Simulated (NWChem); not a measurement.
dimethyl diselenide (C2H6Se2); SMILES [Se](C)[Se]C

```xyz
10

C     -1.8360    -0.9453    -1.0678
Se    -1.1429     0.2784     0.3327
Se     1.1429    -0.2784     0.3327
C      1.8360     0.9453    -1.0678
H     -2.9204    -0.8007    -1.0829
H     -1.6024    -1.9773    -0.8058
H     -1.4163    -0.6879    -2.0408
H      2.9204     0.8007    -1.0829
H      1.6024     1.9773    -0.8058
H      1.4163     0.6879    -2.0408
```
Atoms are numbered in this order, from 1.

All runs: NWChem. Pople sets run with spherical d functions. Coordinates come from a B3LYP/6-31G* (spherical d) optimisation. GIAO values for the isolated, static molecule; σ is the absolute isotropic shielding, δ = σ(reference) − σ with the isolated reference molecule computed at the same levels (13C: tetramethylsilane, 1H: tetramethylsilane). Spin-orbit effects, on the heavy nuclei and on their neighbours, are missing.

For level KT2/pcSseg-1:

```yaml
"δ C1 (ppm)": 23.5
"σ Se2 (ppm)": 1320.7
"δ H5 (rotor mean) (ppm)": 2.10
```

**Question.** What are these values for level Hartree-Fock/6-31G*?

**Answer.** The δ C1 (ppm) is 19.0. The σ Se2 (ppm) comes out as 1823.0 and the δ H5 (rotor mean) (ppm) is 1.95.
